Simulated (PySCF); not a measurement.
C₅H₁₃Al (SMILES C[CH2][Al]([CH3])[CH2]C), singlet, at a GFN2-xTB geometry (such geometries of metal compounds can be far from the true shape), with bond 16-13 at 1.4 times its length; CASSCF(2,2)/STO-3G in PySCF.

PySCF was given this input:
```python
from pyscf import gto, scf, mcscf
import numpy

mol = gto.M(
    atom='''
Al   -0.11046709    0.11090297    0.42810759
C    -0.07821884   -0.25846296    2.38593479
H    -0.30803622   -1.30158491    2.62775593
H    -0.80941627    0.35818547    2.92054032
H     0.89646505   -0.05112686    2.84050500
C     1.06247874   -0.92034195   -0.84270582
C     1.73984561   -2.11924760   -0.15981842
H     1.84601588   -0.27714790   -1.27036369
H     0.49764921   -1.28301695   -1.71369321
H     0.99440722   -2.83053941    0.19436815
H     2.32104795   -1.79302494    0.70228611
H     2.41085661   -2.64296622   -0.84221754
C    -1.31373009    1.54889174   -0.30051343
C    -1.27986757    1.65424105   -1.83349492
H    -1.03806344    2.52592749    0.12419126
H    -2.77059675    1.33205228    0.14910560
H    -1.63566915    0.73081987   -2.28892345
H    -0.26236010    1.82566120   -2.18405376
H    -1.90552274    2.47258619   -2.19285009
''',
    basis='sto-3g',
    verbose=4,
)

mf = scf.RHF(mol)
mf.kernel()
mc = mcscf.CASSCF(mf, 2, 2)
mc.kernel()
occ = numpy.linalg.eigvalsh(mc.fcisolver.make_rdm1(mc.ci, mc.ncas, mc.nelecas))[::-1]
ss = mc.fcisolver.spin_square(mc.ci, mc.ncas, mc.nelecas)[0]
print('natural occupations', occ.round(4), ' <S^2>', round(ss, 4))
```

What does PySCF print? Leave out banner, timings and long lists.


```
PySCF version 2.14.0

[INPUT] verbose = 4
[INPUT] num. atoms = 19
[INPUT] num. electrons = 56
[INPUT] charge = 0
[INPUT] spin (= nelec alpha-beta = 2S) = 0
[INPUT] symmetry False subgroup None
[INPUT] Mole.unit = angstrom
[INPUT] Symbol           X                Y                Z      unit          X                Y                Z       unit  Magmom
[INPUT]  1 Al    -0.110467090000   0.110902970000   0.428107590000 AA   -0.208752545878   0.209576239701   0.809006096948 Bohr   0.0
[INPUT]  2 C     -0.078218840000  -0.258462960000   2.385934790000 AA   -0.147812185381  -0.488424207744   4.508763304172 Bohr   0.0
[INPUT]  3 H     -0.308036220000  -1.301584910000   2.627755930000 AA   -0.582104092246  -2.459639007767   4.965739029902 Bohr   0.0
[INPUT]  4 H     -0.809416270000   0.358185470000   2.920540320000 AA   -1.529575071067   0.676872440099   5.519021340550 Bohr   0.0
[INPUT]  5 H      0.896465050000  -0.051126860000   2.840505000000 AA    1.694073424745  -0.096615763009   5.367776505458 Bohr   0.0
[INPUT]  6 C      1.062478740000  -0.920341950000  -0.842705820000 AA    2.007793831773  -1.739194226448  -1.592483203377 Bohr   0.0
[INPUT]  7 C      1.739845610000  -2.119247600000  -0.159818420000 AA    3.287831701927  -4.004797554142  -0.302013043461 Bohr   0.0
[INPUT]  8 H      1.846015880000  -0.277147900000  -1.270363690000 AA    3.488464434798  -0.523733626998  -2.400639452692 Bohr   0.0
[INPUT]  9 H      0.497649210000  -1.283016950000  -1.713693210000 AA    0.940420713006  -2.424550648675  -3.238410828427 Bohr   0.0
[INPUT] 10 H      0.994407220000  -2.830539410000   0.194368150000 AA    1.879157302090  -5.348944269688   0.367302570838 Bohr   0.0
[INPUT] 11 H      2.321047950000  -1.793024940000   0.702286110000 AA    4.386144947483  -3.388326071115   1.327128408986 Bohr   0.0
[INPUT] 12 H      2.410856610000  -2.642966220000  -0.842217540000 AA    4.555858718497  -4.994482312277  -1.591560487905 Bohr   0.0
[INPUT] 13 C     -1.313730090000   1.548891740000  -0.300513430000 AA   -2.482590071700   2.926981185201  -0.567888079454 Bohr   0.0
[INPUT] 14 C     -1.279867570000   1.654241050000  -1.833494920000 AA   -2.418599183013   3.126062528513  -3.464803249581 Bohr   0.0
[INPUT] 15 H     -1.038063440000   2.525927490000   0.124191260000 AA   -1.961655601524   4.773311166610   0.234687468465 Bohr   0.0
[INPUT] 16 H     -2.770596750000   1.332052280000   0.149105600000 AA   -5.235669059110   2.517213992802   0.281768747639 Bohr   0.0
[INPUT] 17 H     -1.635669150000   0.730819870000  -2.288923450000 AA   -3.090966723900   1.381049400690  -4.325438440595 Bohr   0.0
[INPUT] 18 H     -0.262360100000   1.825661200000  -2.184053760000 AA   -0.495788735014   3.449999664245  -4.127263447727 Bohr   0.0
[INPUT] 19 H     -1.905522740000   2.472586190000  -2.192850090000 AA   -3.600916102731   4.672510718482  -4.143886102328 Bohr   0.0

nuclear repulsion = 277.055830081555
number of shells = 33
number of NR pGTOs = 141
number of NR cGTOs = 47
basis = sto-3g
ecp = {}

******** <class 'pyscf.scf.hf.RHF'> ********
method = RHF
initial guess = minao
damping factor = 0
level_shift factor = 0
DIIS = <class 'pyscf.scf.diis.CDIIS'>
diis_start_cycle = 1
diis_space = 8
diis_damp = 0
SCF conv_tol = 1e-09
SCF conv_tol_grad = None
SCF max_cycles = 50
direct_scf = True
direct_scf_tol = 1e-13
Set gradient conv threshold to 3.16228e-05
Initial guess from minao.
init E= -433.52657602642
  HOMO = -0.226332843738682  LUMO = 0.15568273321445  gap/eV = 10.39517
cycle= 1 E= -433.539932994195  delta_E= -0.0134  |g|= 0.301  |ddm|= 4.78
  HOMO = -0.262185054738286  LUMO = 0.321634714390532  gap/eV = 15.88655
cycle= 2 E= -433.579784346238  delta_E= -0.0399  |g|= 0.075  |ddm|= 0.572
  HOMO = -0.292452618598214  LUMO = 0.310271557708025  gap/eV = 16.40096
cycle= 3 E= -433.582751196912  delta_E= -0.00297  |g|= 0.023  |ddm|= 0.162
  HOMO = -0.290248898639727  LUMO = 0.309518218395306  gap/eV = 16.32049
cycle= 4 E= -433.582986941159  delta_E= -0.000236  |g|= 0.00243  |ddm|= 0.0497
  HOMO = -0.290493696632338  LUMO = 0.31007473374887  gap/eV = 16.34230
cycle= 5 E= -433.582990070921  delta_E= -3.13e-06  |g|= 0.000854  |ddm|= 0.00486
  HOMO = -0.290372052277406  LUMO = 0.310182376385777  gap/eV = 16.34192
cycle= 6 E= -433.582990521907  delta_E= -4.51e-07  |g|= 0.000208  |ddm|= 0.00179
  HOMO = -0.290454968343163  LUMO = 0.310108928718391  gap/eV = 16.34218
cycle= 7 E= -433.582990564863  delta_E= -4.3e-08  |g|= 4.99e-05  |ddm|= 0.000624
  HOMO = -0.290457466503717  LUMO = 0.310108790165709  gap/eV = 16.34224
cycle= 8 E= -433.582990567358  delta_E= -2.5e-09  |g|= 9.11e-06  |ddm|= 0.00016
  HOMO = -0.290455949668465  LUMO = 0.310110940758237  gap/eV = 16.34226
cycle= 9 E= -433.582990567414  delta_E= -5.62e-11  |g|= 2.15e-06  |ddm|= 2.27e-05
  HOMO = -0.290456108088649  LUMO = 0.310111067446456  gap/eV = 16.34227
Extra cycle  E= -433.582990567417  delta_E= -2.5e-12  |g|= 7.28e-07  |ddm|= 3.88e-06
converged SCF energy = -433.582990567417

******** <class 'pyscf.mcscf.mc1step.CASSCF'> ********
CAS (1e+1e, 2o), ncore = 27, nvir = 18
max_cycle_macro = 50
max_cycle_micro = 4
conv_tol = 1e-07
conv_tol_grad = None
orbital rotation max_stepsize = 0.02
orbital rotation threshold for CI restart = 0.01
augmented hessian ah_max_cycle = 30
augmented hessian ah_conv_tol = 1e-12
augmented hessian ah_linear dependence = 1e-14
augmented hessian ah_level shift = 1e-08
augmented hessian ah_start_tol = 2.5
augmented hessian ah_start_cycle = 3
augmented hessian ah_grad_trust_region = 3
kf_trust_region = 3
kf_interval = 4
ci_response_space = 4
ci_grad_trust_region = 3
with_dep4 0
natorb = False
canonicalization = True
sorting_mo_energy = False
ao2mo_level = 2
internal_rotation = False
******** <class 'pyscf.fci.direct_spin1.FCISolver'> ********
max. cycles = 50
conv_tol = 1e-08
davidson only = False
linear dependence = 1e-12
level shift = 0.001
max iter space = 12
nroots = 1
pspace_size = 400
spin = None
CASCI E = -433.583185323930  S^2 = 0.0000000
Set conv_tol_grad to 0.000316228
macro iter   1 ( 21 JK    4 micro), CASSCF E = -433.584325738382  dE = -1.14041445e-03  S^2 = 0.0000000
               |grad[o]|=0.000839  |grad[c]|=0.0131  |ddm|=0.0314  |maxRot[o]|=0.281
macro iter   2 ( 21 JK    4 micro), CASSCF E = -433.593940820243  dE = -9.61508186e-03  S^2 = 0.0000000
               |grad[o]|=0.00475  |grad[c]|=0.0175  |ddm|=0.0327  |maxRot[o]|=0.313
macro iter   3 ( 21 JK    4 micro), CASSCF E = -433.616253176054  dE = -2.23123558e-02  S^2 = 0.0000000
               |grad[o]|=0.0213  |grad[c]|=0.0297  |ddm|=0.0462  |maxRot[o]|=0.312
macro iter   4 ( 17 JK    4 micro), CASSCF E = -433.623161315330  dE = -6.90813928e-03  S^2 = 0.0000000
               |grad[o]|=0.0214  |grad[c]|=0.0136  |ddm|=0.0142  |maxRot[o]|=0.188
macro iter   5 (  6 JK    2 micro), CASSCF E = -433.623199960924  dE = -3.86455941e-05  S^2 = 0.0000000
               |grad[o]|=0.00193  |grad[c]|=0.000232  |ddm|=0.000302  |maxRot[o]|=0.0198
macro iter   6 (  3 JK    1 micro), CASSCF E = -433.623199971236  dE = -1.03118509e-08  S^2 = 0.0000000
               |grad[o]|=4.26e-05  |grad[c]|=1.14e-05  |ddm|=2.4e-05  |maxRot[o]|=0.000223
1-step CASSCF converged in   6 macro ( 89 JK  19 micro) steps
CASSCF canonicalization
Density matrix diagonal elements [1.91245637 0.08754363]
CASSCF energy = -433.623199971236
CASCI E = -433.623199971236  E(CI) = -1.36076296286842  S^2 = 0.0000000
natural occupations [1.9126 0.0874]  <S^2> 0.0
```
